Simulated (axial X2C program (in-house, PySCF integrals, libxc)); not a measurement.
Results of a calculation; reference values are marked as such.
# GaHf: input and output

Program: an in-house relativistic program for diatomic molecules.

The run was started with this input:
```json
{"zs": [72, 31], "q": 0, "bas": ["dyall-cv3z", "dyall-cv3z"], "levels": ["PBE0", "HF", "M06"], "cc": true, "r0": 2.76, "thr": -1.0, "nmax": 90, "npts": 10, "nst": 2, "ntry": 6}
```
```bash
python so2c.py task.json out
```

Keys: zs atomic numbers; q charge; bas basis sets; levels methods; cc coupled cluster on or off; r0 starting distance in Å; thr threshold in hartree for freezing inner shells (an s shell follows its p shell); nmax most natural virtual spinors; npts points on the curve; nst determinants followed; ntry starts of the search. HF also brings MP2.

Output of the HF step, two-component, at R = 2.627 Å for the state Ω = 3/2. It starts from PBE0 orbitals of this distance.

```
two-component X2C + atomic mean field  HF
basis functions 293  fitting functions 1539  grid points 5804
iter        total energy     max residual
   1     -17012.971084832     6.10e-01
   2     -17013.033026867     3.33e-02
   3     -17013.035022519     4.35e-02
   4     -17013.042535607     2.56e-03
   5     -17013.044227138     2.53e-03
   6     -17013.045184035     2.24e-03
   7     -17013.046965192     1.75e-03
   8     -17013.048147632     1.13e-03
   9     -17013.048575402     7.25e-04
  10     -17013.048845966     6.50e-04
  11     -17013.048985039     5.81e-04
  12     -17013.049106948     4.91e-04
  13     -17013.049264979     3.50e-04
  14     -17013.049378164     2.47e-04
  15     -17013.049422322     2.13e-04
  16     -17013.049469222     1.41e-04
  17     -17013.049480770     1.21e-04
  18     -17013.049495826     7.36e-05
  19     -17013.049499571     5.23e-05
  20     -17013.049501192     3.81e-05
  21     -17013.049502088     2.94e-05
  22     -17013.049502501     1.87e-05
  23     -17013.049502647     2.28e-05
  24     -17013.049502668     1.92e-05
  25     -17013.049502730     1.28e-05
  26     -17013.049502734     1.20e-05
  27     -17013.049502738     1.21e-05
  28     -17013.049502742     6.75e-06
  29     -17013.049502744     4.01e-06
  30     -17013.049502746     5.83e-06
  31     -17013.049502746     3.41e-06
  32     -17013.049502747     2.07e-06
converged
one-electron -24287.39453947  Coulomb 7220.48893115  exact exchange -382.39809239  xc functional 0.00000000  nuclear repulsion 449.60926333  atomic mean-field constant -13.35506537
correlated 7  virtual 379  natural virtual 90  E(MP2) -0.103942867  MP2 remainder -0.004513591
iter   CCSD correlation   residual
   1     -0.114711566   1.55e-01
   2     -0.124235237   8.67e-02
   3     -0.127228612   4.78e-02
   4     -0.129472236   3.02e-02
   5     -0.130367448   1.53e-02
   6     -0.130572092   6.84e-03
   7     -0.130675199   3.23e-03
   8     -0.130661771   1.57e-03
   9     -0.130663685   8.56e-04
  10     -0.130664662   4.37e-04
  11     -0.130669329   2.44e-04
  12     -0.130670628   1.42e-04
  13     -0.130671855   9.18e-05
  14     -0.130672497   5.61e-05
  15     -0.130673436   3.26e-05
  16     -0.130674025   1.83e-05
  17     -0.130674260   9.97e-06
  18     -0.130674358   5.90e-06
  19     -0.130674372   3.08e-06
(T) -0.009180608  T1 0.1179  D1 0.2397  max T2 0.079
```
Energies are in hartree; totals compare only within one Hamiltonian and basis. T1 is large, a sign of multireference character or of a spin-contaminated reference. T1 in the output is the amplitude norm over the root of the electron number; divide by √2 for the Lee–Taylor value. The determinant is spin-polarised beyond a pure state at some levels (its spin-free form has ⟨S²⟩ too high), which makes Re and μ there less reliable.
